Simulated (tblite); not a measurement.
Torsional barriers computed with GFN2-xTB (tblite), climbing-image nudged elastic band, gas phase; electronic energies of the top image counted from the start geometry. The bands met a force threshold of 0.05 eV/Å; their tops weren't refined or checked by frequencies and can lie a kcal/mol or more above the method's true saddle points. Atom numbers follow the mapped SMILES.

**Question.** Rank the forward barriers of these bands, lowest first.
A. `[CH3:1]/[CH:2]=[CH:3]/[C:4](=[O:5])[CH2:6][CH3:7]`: C3–C4–C6–C7 from 180° to -73°
B. `[CH2:1]=[C:2]([CH3:3])[C@@H:4]([CH3:5])[CH:6]=[O:7]`: C3–C2–C4–C5 from -55° to 96°
C. `[CH2:1]=[CH:2][CH2:3]/[C:4]([C:5]#[N:6])=[CH:7]/[O:8][CH3:9]`: C2–C3–C4–C5 from -77° to 72°
D. `[CH2:1]=[C:2]1[CH:3]=[C:4]1[N:5]([CH3:6])[C:7]([CH3:8])=[O:9]`: C2–C4–N5–C6 from 0° to 180°
E. `[CH2:1]=[CH:2][C:3](=[CH2:4])[O:5][CH2:6][CH3:7]`: C7–C6–O5–C3 from 180° to -79°
F. `[OH:1][CH2:2][C@H:3]1[CH:4]=[CH:5][CH2:6][CH2:7]1`: O1–C2–C3–C7 from 53° to 179°

**Answer.** A (1.2 kcal/mol), C (1.8 kcal/mol), E (2.4 kcal/mol), B (3.7 kcal/mol), F (4.8 kcal/mol), D (9.6 kcal/mol).

| SMILES | ends of the turned bond | barrier (kcal/mol) | end above start (kcal/mol) | dihedral at top (°) | bond at start (Å) | bond at top (Å) | Eyring rate at 298 K (s⁻¹) |
| --- | --- | --- | --- | --- | --- | --- | --- |
| C/C=C/C(=O)CC | ketone carbonyl carbon / sp3 carbon next to a carbonyl | 1.2 | 0.3 | -128 | 1.517 | 1.519 | 8 × 10^11 |
| C=CC/C(C#N)=C/OC | allylic carbon / fully substituted alkene carbon | 1.8 | 0.2 | -2 | 1.510 | 1.516 | 3 × 10^11 |
| C=CC(=C)OCC | sp3 carbon bound to oxygen / ether oxygen | 2.4 | 0.1 | -128 | 1.411 | 1.416 | 1 × 10^11 |
| C=C(C)[C@@H](C)C=O | fully substituted alkene carbon / sp3 carbon next to a carbonyl | 3.7 | 0.3 | 23 | 1.515 | 1.526 | 1 × 10^10 |
| OC[C@H]1C=CCC1 | carbinol carbon (C–OH) / allylic carbon | 4.8 | 1.0 | 115 | 1.540 | 1.556 | 2 × 10^9 |
| C=C1C=C1N(C)C(C)=O | vinylic carbon bearing nitrogen / amide nitrogen | 9.6 | 0.1 | 85 | 1.345 | 1.381 | 6 × 10^5 |

Rates take the electronic barrier for the free energy of activation. GFN2-xTB barriers can miss by several kcal/mol, and conformer orders can be wrong, so the ranking may change at better levels.
